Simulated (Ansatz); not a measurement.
Calculated with Ansatz (gas phase, PBE0-D4/def2-TZVP geometries, no zero-point term in ΔE). CBS: MP2 limit from def2 TZ/QZ plus the TZ coupled-cluster correction, frozen cores. Elements past krypton have def2 core potentials. For Ge, In outer-core shells are correlated without core-valence functions, which leaves a few kJ/mol of doubt a bond. Scalar relativity is left out up to krypton. One conformer a species, not always the lowest.

Consider the redistribution: `C[N](C)[In]([NH2])[OH]` + `[NH2][Ge][Cl]` → `C[N](C)[In]([NH2])[Cl]` + `[NH2][Ge][OH]`.

```csv
species,CCSD(T)/CBS(def2) energy (Eh)
`C[N](C)[In]([NH2])[OH]`,-455.93455
`[NH2][Ge][Cl]`,-2591.85675
`C[N](C)[In]([NH2])[Cl]`,-839.97463
`[NH2][Ge][OH]`,-2207.83457
```

Task: Work out ΔE.

Result: ΔE = (-839.97463) + (-2207.83457) − (-455.93455) − (-2591.85675) = -0.01790 Eh = -11.2 kcal/mol.

Largest T1 diagnostic among the species: 0.015.

In def2-TZVPP, CCSD(T) changes the Hartree–Fock value by +2.5 kcal/mol (the triples alone add +0.4 kcal/mol) and MP2 by +2.3 kcal/mol. From PBE to PBE0 (25 % exact exchange), in def2-TZVPP and without D4, ΔE moves by −1.4 kcal/mol.
